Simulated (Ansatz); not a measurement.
Species: CuF, charge 0, multiplicity 1. 
Coordinates optimised at B3LYP-D3(BJ)/def2-TZVP (Ansatz, a first-principles code):
```xyz
2

Cu     0.0000     0.0000    -0.4195
F      0.0000     0.0000     1.3519
```

Quantity: atomisation energy (electronic, to ground-state atoms), in kcal/mol. Correlated levels leave the core frozen unless marked. Open shells are spin-unrestricted. Spin-orbit coupling is left out. Frozen are the shells of the preceding noble gas and the d and f shells that filled before the atom's block. Non-relativistic. The coupled-cluster limit lacks core correlation, which all-electron functionals hold. CBS(X,Y): correlation extrapolated as X^-3; Hartree-Fock from the larger set.

```tsv
level	program	atomisation energy (kcal/mol)	minus last row
r2SCANh-D4/def2-TZVPD	Ansatz + dftd4	92.9	-4.2
r2SCAN0/def2-TZVPD	Ansatz	88.2	-8.9
CAM-B3LYP/def2-TZVPD	Ansatz	95.6	-1.5
LC-wPBE-D3(BJ)/def2-TZVPD	Ansatz + dftd3	99.5	2.4
PBE-QIDH/def2-TZVPD	Ansatz	93.8	-3.3
RI-MP2/def2-TZVPPD	Ansatz	104.5	7.4
CCSD(T)/CBS(def2-TZVPPD,def2-QZVPPD)	Ansatz	97.1	0.0
```

The T1 diagnostic of CCSD in the largest basis is 0.036, which is high, so the coupled-cluster rows are less sure than usual.
